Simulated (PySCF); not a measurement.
Candidates: CF₂⁺, CCl₂⁺, CBr₂⁺. Level: PBE0 in the def2-TZVP basis family, all electrons, no relativity, computed in PySCF with density fitting; open shells unrestricted.

One of them gave a doublet of C2v symmetry with wavenumbers 221, 569, 1095 cm⁻¹.

**Question.** Which molecule is it?
A. CCl₂⁺
B. CBr₂⁺
C. CF₂⁺

**Answer.** B. That is CBr₂⁺, with C–Br 1.741 Å (×2). The others give CF₂⁺ 1.214 Å and 1727 cm⁻¹ for the highest mode; CCl₂⁺ 1.582 Å and 1275 cm⁻¹ for the highest mode.

The structures come from searches over a few start shapes, so lower isomers are not excluded.
